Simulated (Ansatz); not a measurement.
Si(eta1-allyl)Me3 (C₆H₁₄Si). Total charge 0; singlet. Geometry PBE-D4/def2-SVP; atoms count from 1.

Cartesian coordinates in Å:
```
Si -0.366 -0.258 0.580
C 0.124 -0.692 -1.224
C 0.511 0.521 -2.010
C 1.768 0.926 -2.280
H -0.743 -1.212 -1.689
H 0.960 -1.423 -1.174
H -0.325 1.158 -2.354
H 2.644 0.334 -1.964
H 1.965 1.857 -2.832
C -0.985 -1.833 1.433
H -1.879 -2.243 0.920
H -1.264 -1.631 2.488
H -0.203 -2.621 1.437
C -1.738 1.048 0.562
H -2.056 1.304 1.594
H -2.632 0.687 0.013
H -1.392 1.982 0.074
C 1.160 0.417 1.469
H 1.583 1.279 0.913
H 1.952 -0.356 1.547
H 0.914 0.756 2.496
```

Question: Estimate the Mulliken populations from the PBE0/def2-TZVP orbitals of Ansatz.

Answer: 
| atom | charge (e) |
| --- | --- |
| Si1 | 0.33 |
| C2 | -0.26 |
| C3 | -0.14 |
| C4 | -0.30 |
| H5 | 0.12 |
| H6 | 0.12 |
| H7 | 0.12 |
| H8 | 0.12 |
| H9 | 0.13 |
| C10 | -0.48 |
| H11 | 0.13 |
| H12 | 0.13 |
| H13 | 0.13 |
| C14 | -0.50 |
| H15 | 0.13 |
| H16 | 0.13 |
| H17 | 0.14 |
| C18 | -0.49 |
| H19 | 0.15 |
| H20 | 0.13 |
| H21 | 0.13 |
Mulliken values depend strongly on the basis.

Question: And the Mayer bond orders between heavy atoms (over 0.3)?

Answer: Si1–C2 0.93 (1.92 Å); Si1–C10 1.01 (1.89 Å); Si1–C14 1.00 (1.89 Å); Si1–C18 1.01 (1.89 Å); C2–C3 1.00 (1.50 Å); C3–C4 1.96 (1.35 Å).
